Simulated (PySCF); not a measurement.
C$_{2}$H$_{7}$BrInN (SMILES C[N](C)[InH][Br]), singlet, geometry from GFN2-xTB (such geometries of metal compounds can be far from the true shape) (core potentials on In); DF-CAMB3LYP/def2-SVPD in PySCF.

PySCF was given this input:
```python
from pyscf import gto, scf, dft

mol = gto.Mole()
mol.atom = '''
    In   -0.458110   -0.658869    0.287405
    H    -0.862662   -2.251214    0.897403
    Br    1.944997   -0.057527   -0.075851
    N    -1.879226    0.828232   -0.402069
    C    -1.371533    1.421628   -1.616158
    C    -2.152480    1.852232    0.584145
    H    -2.090853    2.158814   -1.984393
    H    -0.404657    1.940950   -1.480176
    H    -1.246883    0.639323   -2.372909
    H    -1.279342    2.488007    0.805632
    H    -2.947991    2.501524    0.204295
    H    -2.496469    1.379822    1.508635
'''
mol.basis = 'def2-svpd'
mol.ecp = {'In': 'def2-svpd'}
mol.charge = 0
mol.spin = 0
mol.verbose = 4
mol.max_memory = 1800
mol.build()

mf = dft.RKS(mol)
mf.xc = 'camb3lyp'
mf = mf.density_fit(auxbasis='def2-universal-jkfit')
mf.kernel()
```

Problem. What does PySCF print? Leave out banner, timings and long lists.

Solution. 
```
PySCF version 2.14.0

[INPUT] verbose = 4
[INPUT] num. atoms = 12
[INPUT] num. electrons = 82
[INPUT] charge = 0
[INPUT] spin (= nelec alpha-beta = 2S) = 0
[INPUT] symmetry False subgroup None
[INPUT] Mole.unit = angstrom
[INPUT] Symbol           X                Y                Z      unit          X                Y                Z       unit  Magmom
[INPUT]  1 In    -0.458110000000  -0.658869000000   0.287405000000 AA   -0.865702434925  -1.245081961966   0.543116736831 Bohr   0.0
[INPUT]  2 H     -0.862662000000  -2.251214000000   0.897403000000 AA   -1.630194918070  -4.254177907787   1.695845893363 Bohr   0.0
[INPUT]  3 Br     1.944997000000  -0.057527000000  -0.075851000000 AA    3.675511643101  -0.108710274768  -0.143337616274 Bohr   0.0
[INPUT]  4 N     -1.879226000000   0.828232000000  -0.402069000000 AA   -3.551222466162   1.565131647601  -0.759800293178 Bohr   0.0
[INPUT]  5 C     -1.371533000000   1.421628000000  -1.616158000000 AA   -2.591821740803   2.686487571013  -3.054095994025 Bohr   0.0
[INPUT]  6 C     -2.152480000000   1.852232000000   0.584145000000 AA   -4.067597688604   3.500211199155   1.103874067034 Bohr   0.0
[INPUT]  7 H     -2.090853000000   2.158814000000  -1.984393000000 AA   -3.951139536725   4.079567213877  -3.749959293504 Bohr   0.0
[INPUT]  8 H     -0.404657000000   1.940950000000  -1.480176000000 AA   -0.764690904388   3.667863921475  -2.797127256154 Bohr   0.0
[INPUT]  9 H     -1.246883000000   0.639323000000  -2.372909000000 AA   -2.356267379376   1.208145375135  -4.484148128516 Bohr   0.0
[INPUT] 10 H     -1.279342000000   2.488007000000   0.805632000000 AA   -2.417605999653   4.701651826001   1.522423837186 Bohr   0.0
[INPUT] 11 H     -2.947991000000   2.501524000000   0.204295000000 AA   -5.570895607683   4.727195254026   0.386061598618 Bohr   0.0
[INPUT] 12 H     -2.496469000000   1.379822000000   1.508635000000 AA   -4.717642688467   2.607485680650   2.850906971933 Bohr   0.0

nuclear repulsion = 457.236611254395
number of shells = 79
number of NR pGTOs = 310
number of NR cGTOs = 189
basis = def2-svpd
ecp = {'In': 'def2-svpd'}

******** <class 'pyscf.df.df_jk.DFRKS'> ********
method = DFRKS
initial guess = minao
damping factor = 0
level_shift factor = 0
DIIS = <class 'pyscf.scf.diis.CDIIS'>
diis_start_cycle = 1
diis_space = 8
diis_damp = 0
SCF conv_tol = 1e-09
SCF conv_tol_grad = None
SCF max_cycles = 50
direct_scf = False
XC library pyscf.dft.libxc version 7.1.2
    S. Lehtola, C. Steigemann, M. J. T. Oliveira, and M. A. L. Marques,  SoftwareX 7, 1–5 (2018)
XC functionals = camb3lyp
    T. Yanai, D. P. Tew, and N. C. Handy,  Chem. Phys. Lett. 393, 51 (2004)
radial grids:
    Treutler-Ahlrichs [JCP 102, 346 (1995); DOI:10.1063/1.469408] (M4) radial grids

becke partition: Becke, JCP 88, 2547 (1988); DOI:10.1063/1.454033
pruning grids: <function nwchem_prune>
grids dens level: 3
symmetrized grids: False
atomic radii adjust function: <function treutler_atomic_radii_adjust>
small_rho_cutoff = 0
Set gradient conv threshold to 3.16228e-05
Initial guess from minao.
tot grids = 153096
******** <class 'pyscf.df.df.DF'> ********
auxbasis = def2-universal-jkfit
Create RSH-DF object <pyscf.df.df.DF object> for omega=0.33
******** <class 'pyscf.df.df.DF'> ********
auxbasis = auxmol.basis = def2-universal-jkfit
init E= -2876.68247991197
  HOMO = -0.562733018853564  LUMO = -0.514474519478988  gap/eV = 1.31318
cycle= 1 E= -2898.01857241106  delta_E= -21.3  |g|= 2.02  |ddm|= 15.6
  HOMO = -0.0576336535080388  LUMO = -0.00102917983464729  gap/eV = 1.54029
cycle= 2 E= -2898.0114677492  delta_E= 0.0071  |g|= 2.39  |ddm|= 11.1
  HOMO = -0.241966415467623  LUMO = -0.016593138890745  gap/eV = 6.13272
cycle= 3 E= -2899.09974846359  delta_E= -1.09  |g|= 0.137  |ddm|=  3.3
  HOMO = -0.292755121418034  LUMO = -0.0497769765043204  gap/eV = 6.61177
cycle= 4 E= -2899.10503357728  delta_E= -0.00529  |g|= 0.119  |ddm|= 0.449
  HOMO = -0.273592560730549  LUMO = -0.0423373909519983  gap/eV = 6.29277
cycle= 5 E= -2899.10810690054  delta_E= -0.00307  |g|= 0.0373  |ddm|= 0.16
  HOMO = -0.279871052478015  LUMO = -0.0392864588415152  gap/eV = 6.54664
cycle= 6 E= -2899.10859678464  delta_E= -0.00049  |g|= 0.0119  |ddm|= 0.0827
  HOMO = -0.279271686441994  LUMO = -0.0395841306542026  gap/eV = 6.52223
cycle= 7 E= -2899.10868168176  delta_E= -8.49e-05  |g|= 0.00354  |ddm|= 0.0327
  HOMO = -0.279302990733051  LUMO = -0.0399093552264455  gap/eV = 6.51423
cycle= 8 E= -2899.10869701321  delta_E= -1.53e-05  |g|= 0.00146  |ddm|= 0.0194
  HOMO = -0.279112343431827  LUMO = -0.0399745077708001  gap/eV = 6.50727
cycle= 9 E= -2899.10869842567  delta_E= -1.41e-06  |g|= 0.000371  |ddm|= 0.00547
  HOMO = -0.279128217093827  LUMO = -0.0399904999446256  gap/eV = 6.50727
cycle= 10 E= -2899.10869851849  delta_E= -9.28e-08  |g|= 8.81e-05  |ddm|= 0.00147
  HOMO = -0.279125350525156  LUMO = -0.0399838968314239  gap/eV = 6.50737
cycle= 11 E= -2899.10869852251  delta_E= -4.02e-09  |g|= 2.65e-05  |ddm|= 0.000259
  HOMO = -0.27912714233495  LUMO = -0.039986101059465  gap/eV = 6.50736
cycle= 12 E= -2899.10869852293  delta_E= -4.28e-10  |g|= 8.67e-06  |ddm|= 7.61e-05
  HOMO = -0.279127966734265  LUMO = -0.0399860258567448  gap/eV = 6.50738
Extra cycle  E= -2899.10869852296  delta_E= -2.77e-11  |g|= 7.01e-06  |ddm|= 2.97e-05
converged SCF energy = -2899.10869852296
```
